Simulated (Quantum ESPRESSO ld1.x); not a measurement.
The numbers below are computed, except where a source is named.
Al+, configuration [Ne] 3s1 3p1 (not the ground configuration). Level of theory: non-relativistic Kohn-Sham, PBE, spin-unpolarised, spherical densities, point nucleus (ld1.x of Quantum ESPRESSO 7.5).

Unscreened Slater integrals over Kohn-Sham orbitals (eV).

| integral | value |
|---|---|
| F0(3p,3p) | 8.6200 |
| F2(3p,3p) | 4.4039 |
| F0(3p,3s) | 9.3834 |
| G1(3p,3s) | 6.1124 |
| F0(3p,2p) | 11.717 |
| F2(3p,2p) | 1.6536 |
| G0(3p,2p) | 0.67883 |
| G2(3p,2p) | 0.64355 |
| F0(3p,2s) | 11.648 |
| G1(3p,2s) | 0.53533 |
| F0(3p,1s) | 12.586 |
| G1(3p,1s) | 0.42835 |
| F0(3s,3s) | 10.415 |
| F0(3s,2p) | 13.841 |
| G1(3s,2p) | 0.91811 |
| F0(3s,2s) | 13.783 |
| G0(3s,2s) | 0.72372 |
| F0(3s,1s) | 14.938 |
| G0(3s,1s) | 0.33154 |
| F0(2p,2p) | 41.658 |
| F2(2p,2p) | 18.982 |
| F0(2p,2s) | 40.260 |
| G1(2p,2s) | 24.110 |
| F0(2p,1s) | 59.134 |
| G1(2p,1s) | 7.6628 |
| F0(2s,2s) | 39.397 |
| F0(2s,1s) | 55.829 |
| G0(2s,1s) | 4.3732 |
| F0(1s,1s) | 212.51 |

Derived for the open shells (J is the average intra-shell exchange parameter used in DFT+U). 3p: J = F2/5 = 0.8808 eV.
